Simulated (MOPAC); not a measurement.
MOPAC input (PM6):

```
PM6 FORCE THERMO(298,298) PRECISE LET GEO-OK AUX(PRECISION=9) THREADS=1
C2H10N2Si

C     0.97114385 1   -0.84559772 1    1.31557287 1
Si    0.00858658 1   -0.00017343 1   -0.03439904 1
C    -1.47380226 1    0.85599515 1    0.69574856 1
N    -0.45049103 1   -1.23187920 1   -1.13756976 1
N     0.93573211 1    1.22185564 1   -0.80377350 1
H     0.35889767 1   -1.61645863 1    1.80579403 1
H     1.89271140 1   -1.31261387 1    0.94583226 1
H     1.25180388 1   -0.09734395 1    2.07365536 1
H    -2.07999345 1    0.11469711 1    1.24007154 1
H    -1.16196285 1    1.63307423 1    1.40868567 1
H    -2.11196934 1    1.31715803 1   -0.06854219 1
H    -0.89351481 1   -1.07536539 1   -2.02560479 1
H    -0.30030879 1   -2.21425929 1   -0.98127542 1
H     1.74389033 1    1.05751906 1   -1.37761769 1
H     0.73190738 1    2.20533782 1   -0.74676093 1
```

Output:

```
 *******************************************************************************
 **                                                                           **
 **                              MOPAC v23.2.5                                **
 **                                                                           **
 *******************************************************************************
 ** MOPAC's Digital Object Identifier: https://doi.org/10.5281/zenodo.6511958 **
 **                                                                           **
 ** Please cite the open-source release paper for use of this MOPAC version:  **
 ** J. E. Moussa and J. J. P. Stewart (2026)                                  **
 ** MOPAC: An open-source semiempirical molecular orbital program             **
 ** J. Open Source Softw., 11(119), 8025, https://doi.org/10.21105/joss.08025 **
 *******************************************************************************

                              PM6 CALCULATION RESULTS

 *******************************************************************************
 *  PM6        - The PM6 Hamiltonian to be used
 *  GEO-OK     - OVERRIDE INTERATOMIC DISTANCE AND OTHER SAFETY CHECKS
 *  LET        - OVERRIDE SOME SAFETY CHECKS
 *  PRECISE    - TIGHTER CRITERIA TO BE USED
 *  FORCE      - FORCE CALCULATION SPECIFIED
 *  AUX        - OUTPUT AUXILIARY INFORMATION
 *  THERMO     - THERMODYNAMIC QUANTITIES TO BE CALCULATED
 *******************************************************************************
PM6 FORCE THERMO(298,298) PRECISE LET GEO-OK AUX(PRECISION=9) THREADS=1
 C2H10N2Si

   ATOM   CHEMICAL          X               Y               Z
  NUMBER   SYMBOL      (ANGSTROMS)     (ANGSTROMS)     (ANGSTROMS)

     1       C          0.97114385  *  -0.84559772  *   1.31557287  *
     2      Si          0.00858658  *  -0.00017343  *  -0.03439904  *
     3       C         -1.47380226  *   0.85599515  *   0.69574856  *
     4       N         -0.45049103  *  -1.23187920  *  -1.13756976  *
     5       N          0.93573211  *   1.22185564  *  -0.80377350  *
     6       H          0.35889767  *  -1.61645863  *   1.80579403  *
     7       H          1.89271140  *  -1.31261387  *   0.94583226  *
     8       H          1.25180388  *  -0.09734395  *   2.07365536  *
     9       H         -2.07999345  *   0.11469711  *   1.24007154  *
    10       H         -1.16196285  *   1.63307423  *   1.40868567  *
    11       H         -2.11196934  *   1.31715803  *  -0.06854219  *
    12       H         -0.89351481  *  -1.07536539  *  -2.02560479  *
    13       H         -0.30030879  *  -2.21425929  *  -0.98127542  *
    14       H          1.74389033  *   1.05751906  *  -1.37761769  *
    15       H          0.73190738  *   2.20533782  *  -0.74676093  *

          CARTESIAN COORDINATES

    NO.       ATOM           X           Y           Z

     1         C          0.9711     -0.8456      1.3156
     2        Si          0.0086     -0.0002     -0.0344
     3         C         -1.4738      0.8560      0.6957
     4         N         -0.4505     -1.2319     -1.1376
     5         N          0.9357      1.2219     -0.8038
     6         H          0.3589     -1.6165      1.8058
     7         H          1.8927     -1.3126      0.9458
     8         H          1.2518     -0.0973      2.0737
     9         H         -2.0800      0.1147      1.2401
    10         H         -1.1620      1.6331      1.4087
[...]
 REDUCED MASS        0.1653         C  3 -- H  9         +15.2% ( 37.6%)     95.9%
 EFFECTIVE MASS      1.1198         C  3 -- H 10         +15.1% ( 37.5%)     95.9%
 FORCE CONSTANT      0.7391         C  1 -- H  6         +15.1% ( 37.5%)     95.9%

 VIBRATION         36   19A           ATOM PAIR      ENERGY CONTRIBUTION    RADIAL
 FREQUENCY          2814.28         N  5 -- H 15         +29.2% ( 55.2%)     98.6%
 TRANSITION DIPOLE   0.5341         N  4 -- H 13         +29.2% ( 55.2%)     98.6%
 TRAVEL (Ang.)       0.3010         N  5 -- H 14         +20.4% ( 46.1%)     97.3%
 REDUCED MASS        0.2645         N  4 -- H 12         +20.4% ( 46.1%)     97.3%
 EFFECTIVE MASS      1.4937
 FORCE CONSTANT      1.2342

 VIBRATION         37   18B           ATOM PAIR      ENERGY CONTRIBUTION    RADIAL
 FREQUENCY          2814.43         N  4 -- H 13         +28.7% ( 54.8%)     98.6%
 TRANSITION DIPOLE   1.0701         N  5 -- H 15         +28.7% ( 54.8%)     98.6%
 TRAVEL (Ang.)       0.3020         N  4 -- H 12         +20.9% ( 46.7%)     97.4%
 REDUCED MASS        0.2626         N  5 -- H 14         +20.9% ( 46.7%)     97.4%
 EFFECTIVE MASS      1.4917
 FORCE CONSTANT      1.2257

 VIBRATION         38   19B           ATOM PAIR      ENERGY CONTRIBUTION    RADIAL
 FREQUENCY          2850.14         N  5 -- H 14         +29.1% ( 53.2%)     98.4%
 TRANSITION DIPOLE   1.0264         N  4 -- H 12         +29.1% ( 53.2%)     98.4%
 TRAVEL (Ang.)       0.3081         N  5 -- H 15         +20.7% ( 44.8%)     96.7%
 REDUCED MASS        0.2492         N  4 -- H 13         +20.7% ( 44.8%)     96.7%
 EFFECTIVE MASS      1.2256
 FORCE CONSTANT      1.1927

 VIBRATION         39   20A           ATOM PAIR      ENERGY CONTRIBUTION    RADIAL
 FREQUENCY          2855.24         N  5 -- H 14         +29.6% ( 53.6%)     98.3%
 TRANSITION DIPOLE   0.7511         N  4 -- H 12         +29.6% ( 53.6%)     98.4%
 TRAVEL (Ang.)       0.3071         N  4 -- H 13         +20.1% ( 44.1%)     96.4%
 REDUCED MASS        0.2505         N  5 -- H 15         +20.1% ( 44.1%)     96.4%
 EFFECTIVE MASS      1.2336
 FORCE CONSTANT      1.2030

      SYMMETRY NUMBER FOR POINT-GROUP C2  =  2

          SYSTEM IS A GROUND STATE

 C2H10N2Si

          MOLECULE IS NOT LINEAR

          THERE ARE 39 GENUINE VIBRATIONS IN THIS SYSTEM
          THIS THERMODYNAMICS CALCULATION IS LIMITED TO
          MOLECULES WHICH HAVE NO INTERNAL ROTATIONS

                    CALCULATED THERMODYNAMIC PROPERTIES
                                          *
   TEMP. (K)   PARTITION FUNCTION   H.O.F.    ENTHALPY  HEAT CAPACITY ENTROPY
                                   KCAL/MOL   CAL/MOLE    CAL/K/MOL  CAL/K/MOL

 298.00  VIB.     0.2410D+03                  4194.6526    27.7341    24.9754
         ROT.     0.7077D+05                   888.2803     2.9808    25.1722
         INT.     0.1705D+08                  5082.9329    30.7149    50.1476
         TRA.     0.8282D+27                  1480.4672     4.9680    39.4083
         TOT.                      -55.432    6563.4000    35.6829    89.5559

   *: NOTE: HEATS OF FORMATION ARE RELATIVE TO THE
            ELEMENTS IN THEIR STANDARD STATE AT 298K
              (=  Standard Enthalpy of Formation).

            Hvib:  Zero-point energy is not included.
                   frequencies of less than zero cm-1 are not included.
            Hrot = (3/2)RT
            Htra = (3/2)RT + pV = (5/2)RT

            Heat capacity is Cp, not Cv

          For more information, see: HTTP://OpenMOPAC.net/Manual/thermochemistry.html

           FORCE CONSTANT IN CARTESIAN COORDINATES (Millidynes/A)

    ATOM   CHEMICAL       X               Y               Z
   NUMBER   SYMBOL  FORCE CONSTANT  FORCE CONSTANT  FORCE CONSTANT

      1       C        5.536456        5.688551        5.689978
      2      Si        6.247697        6.530972        8.197231
      3       C        5.731026        5.493999        5.689960
      4       N        6.230780        2.440678        6.169568
      5       N        2.339126        6.331115        6.170784
      6       H        0.928602        1.190660        2.912434
      7       H        1.007939        3.524550        0.529174
      8       H        0.850276        1.451897        2.716037
      9       H        0.982917        1.318448        2.716844
     10       H        0.791901        1.328139        2.911655
     11       H        4.075954        0.456586        0.529123
     12       H        4.060050        0.498081        0.825052
     13       H        2.245816        0.600138        2.483859
     14       H        0.287625        4.270111        0.825448
     15       H        1.208105        1.637875        2.483834

 **********************
 *                    *
 * JOB ENDED NORMALLY *
 *                    *
 **********************

 == MOPAC DONE ==
```
